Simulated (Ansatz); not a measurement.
A nudged elastic band was laid between two geometries of CuH₃OS (6 atoms, charge 0, multiplicity 1).

All numbers below come from Ansatz, RKS PBE0-D4/def2-SVP.

```yaml
movable_images: 5
climbing_image: yes
spring: 5.0 eV/Å²
optimiser: quadratic models (default)
start_path: IDPP
force_threshold: 0.03 eV/Å
iteration_limit: 60
end_points: relaxed
```

Image 0:

```xyz
6
Properties=species:S:1:pos:R:3
O 0.305 0.551 -1.483
Cu 0.155 -0.486 0.183
S 0.000 -1.617 1.977
H -0.525 0.766 -1.927
H 0.801 1.377 -1.426
H -0.694 -0.654 2.629
```

Image 6:

```xyz
6
Properties=species:S:1:pos:R:3
O 0.537 0.127 -1.489
Cu -0.160 0.018 0.349
S -0.951 -0.017 2.322
H -0.132 0.177 -2.184
H 1.151 0.854 -1.657
H -0.404 -1.222 2.612
```

(1) Which bonds break or form, and what moves?

(2) What energy profile does the band end with?

(3) What is the geometry of the highest image?

## Answers

(1) No bond is made or broken.

(2) The run converged. The highest image is number 3 of 0 to 6, 0.3 kcal/mol above the first end and 0.4 kcal/mol above the last; the last end lies 0.2 kcal/mol below the first. A vibrational analysis at the climbing image gives one clearly imaginary mode, 94i cm⁻¹: a first-order saddle point.

| image | path coordinate (Å) | energy (kcal/mol) |
| --- | --- | --- |
| 0 | 0.00 | 0.0 |
| 1 | 0.35 | 0.1 |
| 2 | 0.69 | 0.2 |
| 3 | 1.04 | 0.3 |
| 4 | 1.48 | 0.2 |
| 5 | 1.92 | -0.1 |
| 6 | 2.36 | -0.2 |

(3) 
```xyz
6
Properties=species:S:1:pos:R:3
O 0.146 0.084 -1.600
Cu 0.180 -0.295 0.337
S 0.286 -0.678 2.428
H -0.548 0.680 -1.907
H 0.973 0.437 -1.952
H -0.994 -0.293 2.649
```

Time of the run: 110 s on 1 thread of Arm Neoverse V2 (shared host), peak memory 0.16 GiB.
